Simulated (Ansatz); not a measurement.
The cluster Li5Al5⁺, 10 atoms. Hardware: 4 threads of Arm Neoverse V2 on a shared host.

Correlated methods freeze 25 core orbitals; core or outer-core shells of Li are correlated, in sets that lack core-valence functions.

(1) How many basis functions does each of these Ansatz runs have, and roughly what does it cost? PBE0-D4/def2-SVP, charge 1 doublet, relaxation, 15 steps; PBE0-D4/def2-SVP, charge 1 doublet, energy, from earlier orbitals; PBE0-D4/def2-TZVP, charge 1 doublet, energy, from earlier orbitals; CCSD(T)/def2-SVP, charge 1 doublet, energy, from earlier orbitals; r2SCAN-D4/def2-TZVP, charge 1 doublet, energy, from earlier orbitals; PBE0-D4/def2-SVP, charge 1 doublet, energy with a search over starts; PBE-D4/def2-TZVP, charge 1 doublet, energy and forces, from earlier orbitals; PBE-D4/def2-SVP, charge 1 doublet, energy, from earlier orbitals; HF/STO-3G, charge 1 doublet, energy; PBE-QIDH/def2-TZVP, charge 1 doublet, energy, from earlier orbitals; LDA (SPW92)/def2-TZVP, charge 1 doublet, energy, from earlier orbitals; MP2/def2-TZVP, charge 1 doublet, energy, from earlier orbitals.

Answers

(1) Other jobs shared the machine, so times can vary by a factor of up to 3. A dash marks memory too small to be measured apart from the calling script's.

```
                                                                         run  functions  fitting or Cholesky vectors  wall time  peak host memory (GiB)
                                         HF/STO-3G, charge 1 doublet, energy         70                          773      0.6 s                       –
      LDA (SPW92)/def2-TZVP, charge 1 doublet, energy, from earlier orbitals        255                         1940      3.8 s                    0.55
            PBE-D4/def2-SVP, charge 1 doublet, energy, from earlier orbitals        135                         1645      4.8 s                       –
           PBE0-D4/def2-SVP, charge 1 doublet, energy, from earlier orbitals        135                         1435      6.5 s                     0.6
PBE-D4/def2-TZVP, charge 1 doublet, energy and forces, from earlier orbitals        255                         1940       10 s                     0.6
              MP2/def2-TZVP, charge 1 doublet, energy, from earlier orbitals        255                         1904       13 s                       1
        PBE0-D4/def2-SVP, charge 1 doublet, energy with a search over starts        135                         1435       20 s                    0.64
          PBE0-D4/def2-TZVP, charge 1 doublet, energy, from earlier orbitals        255                         2040       21 s                     1.2
        r2SCAN-D4/def2-TZVP, charge 1 doublet, energy, from earlier orbitals        255                         1940       24 s                    0.73
         PBE-QIDH/def2-TZVP, charge 1 doublet, energy, from earlier orbitals        255                         1904       34 s                     1.3
           CCSD(T)/def2-SVP, charge 1 doublet, energy, from earlier orbitals        135                         1435       38 s                     1.6
                    PBE0-D4/def2-SVP, charge 1 doublet, relaxation, 15 steps        135                         1570       92 s                    0.66
```
